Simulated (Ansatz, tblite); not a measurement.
Cost and result up the ladder for the cluster Ca3Se3 (the lowest singlet isomer of a short search) (6 atoms). The state is a singlet with charge 0. Geometry: PBE0-D4/def2-SVP.

```
atom    x (Å)    y (Å)    z (Å)
 Ca1   0.6618   0.3047   1.0264
 Ca2  -0.9952  -2.6775  -0.0018
 Ca3  -0.1490   2.0762  -1.9534
 Se4   0.9299   2.9265   0.2391
 Se5  -0.4901  -0.5695  -1.5968
 Se6   0.0427  -2.0605   2.2865
```

Ansatz on 2 threads of AMD EPYC 7R13 on a shared host; xTB runs through tblite on one thread. Times are rough, summed over both states, and most runs start from the orbitals of an earlier one. PBE0-D4/def2-TZVP serves as the yardstick here, not as an exact answer. The other state is a doublet.

The xTB rows come from tblite. The structure comes from a short search, and lower isomers may exist.

Raw xTB energies of ions are shifted by several eV.

```
                          level  functions  wall time  vertical IE (eV)  difference from PBE0-D4/def2-TZVP (eV)
                       GFN1-xTB         54    0.023 s              9.47                                    2.78
                       GFN2-xTB         54    0.034 s             11.92                                    5.23
          LDA (SPW92)/def2-TZVP        252       17 s              6.69                                   -0.01
               PBE-D4/def2-TZVP        252       32 s              6.46                                   -0.23
PBE0-D4/def2-TZVP (with forces)        252    1.8 min              6.69                                    0.00
```
